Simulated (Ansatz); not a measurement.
Correlation energies of `[F][Ga]([Cl])[GeH3]` by basis set

Cartesian coordinates in Å:
```
F 2.202 -1.246 0.866
Ga 0.480 -0.971 0.695
Cl -0.671 -2.435 1.744
Ge -0.375 0.878 -0.618
H -1.876 1.042 -0.356
H -0.135 0.573 -2.102
H 0.374 2.159 -0.230
```

Total charge 0; spin multiplicity 1. Correlated methods include outer-core shells of Ga, Ge, which these sets cover unevenly. Scalar relativity is left out up to krypton. The structure was optimised at the PBE0-D4/def2-TZVP level. Frozen core, restricted reference, Ansatz 0.2.0.

```csv
basis,HF (Eh),MP2 corr.
def2-SVP,-4558.67652,-0.75989
def2-TZVPP,-4559.47546,-0.91957
def2-QZVPP,-4559.57547,-1.47452
```

Question: Estimate the CCSD correlation energy and the (T) correction in each basis where they were run (hartree).

Answer: 
```json
{"basis": "def2-SVP", "CCSD corr.": "-0.77406", "(T)": "-0.01986"}
{"basis": "def2-TZVPP", "CCSD corr.": "-0.94172", "(T)": "-0.03478"}
```
